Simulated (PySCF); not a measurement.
SMILES O[Si](O)(O)[SiH2][Si](Cl)(Cl)Cl, PBE0/def2-SVP optimised geometry.

```
14

Si     1.35    -1.65     0.00
Cl     0.71    -2.79     1.58
Cl     3.41    -1.65     0.00
Cl     0.75    -2.61    -1.75
Si     0.41     0.49     0.00
Si    -1.82     0.25    -0.65
O     -2.45    -0.70     0.55
O     -1.87    -0.42    -2.17
O     -2.69     1.65    -0.75
H      0.62     1.09     1.35
H      1.20     1.26    -1.02
H     -3.41    -0.80     0.57
H     -1.28    -1.17    -2.32
H     -2.78     2.01    -1.64
```

Density from PBE0/def2-TZVP (PySCF) at that geometry.

Minimum of the electron density along straight lines between bonded atoms, close to the bond critical point (lines longer than 1.1 times the sum of covalent radii, or with two minima, are not listed):

```csv
bond,length / Å,ρ at the minimum / e bohr⁻³,∇²ρ there / e bohr⁻⁵,position (fraction from the first atom)
Si1–Cl2,2.054,0.101,0.21,0.36
Si1–Cl3,2.058,0.101,0.20,0.36
Si1–Cl4,2.087,0.095,0.18,0.36
Si1–Si5,2.334,0.092,-0.10,0.64
Si5–Si6,2.341,0.098,-0.18,0.51
Si6–O7,1.650,0.139,0.81,0.41
Si6–O8,1.655,0.137,0.79,0.41
Si6–O9,1.652,0.139,0.80,0.41
Si5–H10,1.493,0.118,0.16,0.49
Si5–H11,1.496,0.117,0.16,0.49
O7–H12,0.964,0.352,-2.40,0.81
O8–H13,0.966,0.349,-2.39,0.81
O9–H14,0.963,0.353,-2.42,0.81
```
